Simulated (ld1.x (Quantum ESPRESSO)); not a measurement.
Which change was made? (Ga, RRKJ)

```
Element                 : gallium (Ga)
Generator               : ld1.x (Quantum ESPRESSO) 7.5
Type                    : norm-conserving RRKJ (Kleinman–Bylander form)
Functional              : PBE
Relativity              : scalar-relativistic
Frozen core             : [Ar]
Valence charge          : 13
Reference configuration : 3d10 4s1 4p2
Partial waves           : 4s (bound): rc 1.95 bohr; 3d (bound): rc 0.85 bohr; 4p (bound): rc 1.75 bohr
Local potential         : the p channel
Core correction         : none
rho0                    : 0.005
```

Cutoffs, loose and tight: the cutoffs (Ry, on a coarse ladder) from which the occupation-weighted sum of valence levels, in a spherical-Bessel basis at the reference potential, stays within 10 and 1 mRy of its value at 400 Ry. They do not see the model core or the augmentation charge, which bear on the density cutoff. Test errors are all-electron minus pseudo excitation energies from the reference, over the configurations 3d10 4s2 4p1; 3d10 4s2 4p0; 3d10 4s1 4p0; 3d9 4s2 4p2; 3d9 4s0 4p0; 3d10 4s0 4p3; 3d10 4s1 4p1; variants that change the core or the reference have their own tests. The largest error is taken over the tests solved by every variant that gives reliable tests at all, those not shown here included: 3d10 4s0 4p3; 3d10 4s1 4p0; 3d10 4s1 4p1; 3d10 4s2 4p0; 3d10 4s2 4p1; 3d9 4s0 4p0.

The base gives: outcome: generated; cutoff, loose: 260 Ry; cutoff, tight: over 300 Ry; bound ghosts: s; largest test error (meV): -401.

After one change the result is: outcome: generated; cutoff, loose: 300 Ry; cutoff, tight: over 300 Ry; bound ghosts: s, p; largest test error (meV): +200. Which change was it?
A. type TM; local potential the d channel; rho0 0
B. wave 3d (bound): rc 0.85 bohr becomes 3d (bound): rc 1.08 bohr
C. all radii scaled by about 1.32 (s 2.58, p 2.32, d 1.12 bohr)

A. The others give: wave 3d (bound): rc 0.85 bohr becomes 3d (bound): rc 1.08 bohr → outcome: generated; cutoff, loose: 160 Ry; cutoff, tight: 260 Ry; bound ghosts: s; largest test error (meV): -346 | all radii scaled by about 1.32 (s 2.58, p 2.32, d 1.12 bohr) → outcome: generated; cutoff, loose: 160 Ry; cutoff, tight: 230 Ry; bound ghosts: none; largest test error (meV): -463.
